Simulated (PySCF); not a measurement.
**Spin-rotation constants: `C=C/C=C/C=C/O[SiH3]`, C$_{6}$H$_{10}$OSi**

Geometry (Å), atoms numbered from 1 in this order:
```xyz
18

C    -4.360   -0.139   -0.571
C    -3.174    0.437   -0.385
C    -1.945   -0.292   -0.232
C    -0.749    0.294   -0.045
C     0.481   -0.425    0.108
C     1.662    0.177    0.294
O     2.801   -0.519    0.434
Si    4.349   -0.076    0.670
H    -4.464   -1.211   -0.618
H    -5.264    0.435   -0.681
H    -3.097    1.517   -0.341
H    -2.012   -1.371   -0.275
H    -0.684    1.374   -0.002
H     0.446   -1.504    0.070
H     1.745    1.258    0.339
H     4.479    0.683    1.916
H     4.815    0.760   -0.439
H     4.961   -1.392    0.714
```

Theory: GIAO B3LYP/pcSseg-1 magnetisability, rotational g tensor and spin-rotation constants, non-relativistic, gas phase (PySCF). Geometry: GFN2-xTB.

(1) Give the nuclear spin-rotation constants along the inertial axes (H = +C I·J) beside the isotropic shieldings.

(2) How do the rotational constants and the g tensor change when H9, H10, H11, H12, H13, H14, H15, H16, H17, H18 are replaced by deuterium?

## Answers

(1) Rotational constants 18.2520, 0.4164, 0.4090 GHz. A star marks the isotopologue with that one atom substituted, in its own axes.
```
atom  isotope  Caa (kHz)  Cbb (kHz)  Ccc (kHz)  mean (kHz)  σ (ppm)
  H9       1H     -1.789      0.038     -0.049      -0.600     26.5
 H10       1H      0.748     -0.022     -0.048       0.226     26.7
 H11       1H     -1.754      0.046     -0.049      -0.586     25.4
 H12       1H     -1.730      0.045     -0.051      -0.578     25.6
 H13       1H     -1.652      0.043     -0.052      -0.554     25.7
 H14       1H     -1.731      0.043     -0.051      -0.579     25.7
 H15       1H     -1.632      0.040     -0.048      -0.546     25.2
 H16       1H     -1.546     -0.020      0.001      -0.522     26.9
 H17       1H     -1.545     -0.020      0.001      -0.521     26.9
 H18       1H     -1.242      0.011     -0.037      -0.423     27.0
  C1     13C*      6.406      0.173      0.059       2.213     61.3
  C2     13C*      6.846      0.208      0.064       2.373     35.3
  C3     13C*      6.599      0.193      0.072       2.288     43.1
  C4     13C*      6.831      0.193      0.065       2.363     44.4
  C5     13C*      6.459      0.173      0.070       2.234     57.1
  C6     13C*      6.833      0.190      0.095       2.373     29.1
  O7     17O*     -4.162     -0.057     -0.015      -1.411    232.6
 Si8    29Si*     -9.423     -0.261     -0.261      -3.315    378.9
```
For the geometry as given, no vibrational averaging.

(2) Constants 11.1239, 0.3731, 0.3639 GHz; g -0.1606, -0.0086, -0.0022, against -0.2634, -0.0096, -0.0024 before.
